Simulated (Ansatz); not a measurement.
A made-up structure of CH2SeSi, singlet:

Si1  (-0.005, -1.254, -1.185)
C2  (-0.678, -0.433, 0.158)
Se3  (0.388, 1.081, -0.413)
H4  (1.804, 1.447, -0.787)
H5  (1.613, 0.930, 0.421)
(Å)

It is relaxed with PBE-D4/def2-SVP and then PBE0-D4/def2-TZVP (Ansatz 0.2.0). Atoms count as bonded within 1.22 times the sum of their covalent radii (H–H: 0.88 Å). The end point is not checked to be a true minimum.

Does its bonding change? (Judge from chemistry; the calculation decides.)

Computed: Yes. Formed: none; broken: Si1–Se3.

Where it ends: The first stage lowers the energy by 2.54 eV in 11 steps. It ends as CH₂SeSi ([Si][C][SeH2]):
Si1  (-0.682, -1.798, -1.052)
C2  (0.075, -0.403, -0.616)
Se3  (0.532, 1.249, -0.156)
H4  (1.729, 1.605, -0.999)
H5  (1.468, 1.116, 1.017)
(Å)

Labels in which every atom is bracketed show which atoms are joined, not bond orders.

For scale, one of the runs: PBE0-D4/def2-TZVP relaxation, 128 basis functions, launched by `ansatz run in.yaml --threads 2 --pin off --events-out ev --progress --plain --max-ram 4352MiB`. Hardware: 2 CPU threads of an AMD EPYC 7571, shared host. Wall time about 71 s.
